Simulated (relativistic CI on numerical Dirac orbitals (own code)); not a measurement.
**Hyperfine structure of Ir LIV, mass number 193**

Computed by Dirac-Coulomb-Breit CI, orbitals from a KLI potential per configuration, model QED, unscaled Slater integrals (own radial code, finite nucleus).

Configurations in the expansion (outside the closed core [Ne]): 3s2 3p6 3d6, 3s2 3p5 3d7, 3s2 3p4 3d8, 3s 3p6 3d7, 3p6 3d8, 3s 3p5 3d8, 3s2 3p6 3d5 4s, 3s2 3p6 3d5 4p, 3s2 3p4 3d7 4s, 3s2 3p6 3d5 4d, 3s2 3p5 3d6 4s, 3s2 3p6 3d5 4f, 3s2 3p6 3d4 4s2, 3s 3p6 3d6 4s, 3p6 3d7 4s, 3p6 3d7 4p. Levels of other configurations are missing.

Nuclear spin I = 3/2, μ = 0.163 μN, Q = 0.751 b (tables of Stone and Pyykkö). The electronic factors are computed for point nuclear moments, without core polarisation or the Bohr-Weisskopf and QED corrections.

| Level | E (cm⁻¹) | A (MHz) | B (MHz) |
| --- | --- | --- | --- |
| 3s2 3p6 3d6 5D_3 | 624038 | 3318 | 2660 |
| 3s2 3p6 3d6 3H_6 | 703289 | 6960 | -57900 |
| 3s2 3p6 3d6 3G_5 | 703635 | 6261 | 29400 |
| 3s2 3p6 3d6 3P_1 | 902947 | 3429 | 44700 |

Levels with J = 0, under 50 % of one LS term, or S terms without an open s electron are left out. Small factors come from cancelling terms and can be off by tens of per cent or more.

At this charge energies of transitions that change n are usually good to better than 1 %, and those within a shell (Δn = 0) to a few per cent.

Task: Give the hyperfine levels of 3s2 3p6 3d6 5D_3 relative to its centre of gravity.

Result: With K = F(F + 1) − I(I + 1) − J(J + 1), E = AK/2 + B[¾K(K + 1) − I(I + 1)J(J + 1)]/[2I(2I − 1)J(2J − 1)]: F = 3/2: -18310, F = 5/2: -12010, F = 7/2: -1331, F = 9/2: 15590 MHz.

LS names give the leading component of a level, which can be under half, so a name can repeat, a term be missing and a line seem to break the LS rules.
